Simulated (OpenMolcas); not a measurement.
A calculation on Mo3+.

```yaml
Program: OpenMolcas 26.06
Method: CASSCF
Basis: ANO-RCC-VQZP [8s7p5d3f2g1h]
Scalar_Hamiltonian: DKH2, point nucleus
Active_space: 3 electrons in 5 orbitals (4d)
State_averaging: 2S+1 = 4 even, 10 roots; 2S+1 = 2 even, 40 roots kept (CI in the orbitals of an earlier block)
Spin-orbit_coupling: state interaction with AMFI integrals over the reference wave functions, term energies averaged over their components
```

Which level of the active space comes out lowest?

4d³ ⁴F_3/2, with 99 % of that term; it is also the measured ground level.

How high does 4d³ ⁴F_7/2 lie?

1683 cm⁻¹ above the lowest level; measured 1760 cm⁻¹ above the ground level, so the calculation is off by -4 %.

How high does 4d³ ⁴P_1/2 lie?

13221 cm⁻¹ above the lowest level; measured 10338 cm⁻¹ above the ground level, so the calculation is off by +28 %.

How high does 4d³ ²H_11/2 lie?

19485 cm⁻¹ above the lowest level; measured 16357 cm⁻¹ above the ground level, so the calculation is off by +19 %.

The level at 18476 cm⁻¹ has J = 3/2. What is it made of, and what is its g factor?

51 % 4d³ ²P_3/2, 41 % 4d³ ²D(1), 7 % 4d³ ⁴P; g = 1.139, against 1.334 from Landé's formula for the pure leading term.

Measured values: Sugar and Musgrove, J. Phys. Chem. Ref. Data 17, 155 (1988).

Without dynamic correlation excited terms often stand tens of per cent too high (terms of higher spin than the ground term too low), and those without a measured partner can miss by more than the paired ones. Terms from blocks run as CI alone lack orbitals of their own. Computed and measured levels are paired by configuration, term and J; levels that our copy of the source lacks, or whose pairing is in doubt (as where it misses far off the trend of its configuration), stay unpaired and out of the deviations. Levels of configurations outside the active space are missing.

A number in round brackets counts repeated terms of one configuration in the order of the reference energies.
